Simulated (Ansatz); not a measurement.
Gas-phase electronic energies from Ansatz, PBE0-D4/def2-TZVP geometries. CBS: MP2 limit from def2 TZ/QZ plus the TZ coupled-cluster correction, frozen cores. This one scheme is used for every species. DFT in def2-TZVPP. B3LYP here is the variant with VWN-RPA as its local correlation; programs differ in this. Elements past krypton have def2 core potentials. For In outer-core shells are correlated without core-valence functions, which leaves a few kJ/mol of doubt a bond.

Reaction (formal loss of a carbene): `Cl[CH](Cl)[InH2]` → `Cl[C]Cl` + `[InH3]`

| level | ΔE (kcal/mol) |
| --- | --- |
| B3LYP | 71.0 |
| MP2/CBS(def2) | 86.8 |

Q: What does CCSD(T)/CBS give? (Estimate.)

A: The calculation gave: +78.8 kcal/mol. The listed levels differ from it by -7.8, 8.0 kcal/mol.

Largest T1 diagnostic among the species: 0.020, so the coupled-cluster value is less sure than usual.

From BLYP to BHLYP (50 % exact exchange), in def2-TZVPP and without D4, ΔE moves by +9.6 kcal/mol. Leaving LDA and LC-ωPBE aside and taking each functional with its dispersion term where it has one, the values, not all of them listed here, spread over 12.0 kcal/mol, from BLYP-D4 to PBE-QIDH. LDA lies +11.0 kcal/mol from PBE without D4.
